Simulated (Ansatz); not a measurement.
Computed with frozen-core CCSD(T)/cc-pVTZ // PBE-D3(BJ)/def2-TZVP run with Ansatz (a quantum-chemistry and plane-wave program).

Ansatz 0.2 input:
```yaml
crystal:
  periodic: [false, false, false]
  atoms:
    - { symbol: N, position_ang: [2.770961, -0.317932, -0.024213] }
    - { symbol: C, position_ang: [1.601638, -0.387332, -0.015678] }
    - { symbol: N, position_ang: [0.285885, -0.591769, -0.00724] }
    - { symbol: C, position_ang: [-0.53432, 0.397331, 0.007642] }
    - { symbol: O, position_ang: [-1.85054, 0.20446, 0.015976] }
    - { symbol: H, position_ang: [-0.266808, 1.460873, 0.014847] }
    - { symbol: H, position_ang: [-2.006815, -0.765633, 0.008665] }
basis:
  gaussian: { orbitals: cc-pVTZ }
correlation:
  method: ccsd_t
```

Output:

```
Functional definition: HF
1063 factors; integrals over basis functions are off by at most 1.4e-3 eV
mean field evaluation 1: about -7090.0525 eV, gradient 4.3e1 eV
mean field evaluation 2: about -7090.3857 eV, gradient 4.3e1 eV
mean field evaluation 4: about -7094.6184 eV, gradient 5.9e0 eV
mean field evaluation 8: about -7094.7416 eV, gradient 6.1e-1 eV
mean field evaluation 16: about -7094.7438 eV, gradient 2.4e-6 eV
mean field -7094.74378757 eV, -260.7270252033 hartree, gradient 2.4e-6 eV, S^2 0.000000; 0 other end points of the search recorded, 0 dependent functions left out
5 core orbitals not correlated
reference -7094.74378757 eV, -260.7270252033 hartree; 13, 13 occupied and 160, 160 virtual orbitals, 1063 factors
second order -25.25501488 eV of doubles, -0.00000000 eV of singles
cycle   1  -24.41496967 eV  change    8.4e-1 eV  update   1.3e-1
cycle   2  -25.16774418 eV  change   -7.5e-1 eV  update   4.3e-2
cycle   3  -25.34186876 eV  change   -1.7e-1 eV  update   2.1e-2
cycle   4  -25.32584064 eV  change    1.6e-2 eV  update   6.2e-3
cycle   5  -25.32313175 eV  change    2.7e-3 eV  update   3.1e-3
cycle   6  -25.32575296 eV  change   -2.6e-3 eV  update   9.6e-4
cycle   7  -25.32537245 eV  change    3.8e-4 eV  update   4.9e-4
cycle   8  -25.32498889 eV  change    3.8e-4 eV  update   1.7e-4
cycle   9  -25.32504301 eV  change   -5.4e-5 eV  update   9.1e-5
cycle  10  -25.32505764 eV  change   -1.5e-5 eV  update   2.6e-5
perturbative correction -1.27930844 eV, -0.0470137181 hartree
Total energy: -7121.34815365 eV, -261.7047176236 hartree
```

Cost: around 110 core-seconds (rough).
